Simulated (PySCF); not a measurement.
Continuum solvent and chemical shifts

Molfile (atoms numbered from 1):
```
C2ClF3O
     RDKit          3D

  7  6  0  0  0  0  0  0  0  0999 V2000
    1.3312    1.2663   -0.4326 O   0  0  0  0  0  0  0  0  0  0  0  0
    0.8625    0.2704   -0.0100 C   0  0  0  0  0  0  0  0  0  0  0  0
    1.7801   -1.0211    0.7313 Cl  0  0  0  0  0  0  0  0  0  0  0  0
   -0.6466   -0.0617   -0.0667 C   0  0  0  0  0  0  0  0  0  0  0  0
   -1.0968   -0.3846    1.1367 F   0  0  0  0  0  0  0  0  0  0  0  0
   -0.8435   -1.0866   -0.8863 F   0  0  0  0  0  0  0  0  0  0  0  0
   -1.3135    0.9850   -0.5134 F   0  0  0  0  0  0  0  0  0  0  0  0
  1  2  2  0
  2  3  1  0
  2  4  1  0
  4  5  1  0
  4  6  1  0
  4  7  1  0
M  END
```

GIAO PBE0/pcSseg-1 in PySCF 2.14 on one PBE0-D3(BJ)/def2-SVP conformer, non-relativistic, equivalent nuclei averaged. Solvents enter as an IEF-PCM continuum (cyclohexane with ε = 2.0, water with ε = 78.4) around the gas-phase geometry. Shifts are referred to TMS, CFCl3 computed in the same medium.

Gas phase, δ in ppm: C2 169.8, C4 118.8, F5/F6/F7 -88.2. Dipole moment 0.79 D.

(1) How does each δ change in the continuum?

(2) Which nuclei move most (in ppm), and what does the model miss?

Results:

(1) 
| atoms | environment | Δδ, cyclohexane | Δδ, water |
| --- | --- | --- | --- |
| C2 | carbonyl carbon | +1.2 | +3.0 |
| C4 | CF3 carbon | +0.5 | +1.2 |
| F5/F6/F7 | fluorine of a CF3 group | +1.0 | +2.4 |

Changes are relative to the gas phase. The dipole moment becomes 0.87 D in cyclohexane, 0.99 D in water.

(2) C2 (carbonyl carbon, +3.0 ppm) in water. A continuum only polarises the solute; specific hydrogen bonds, the anisotropy of aromatic solvents and changes of geometry or conformer are outside it.
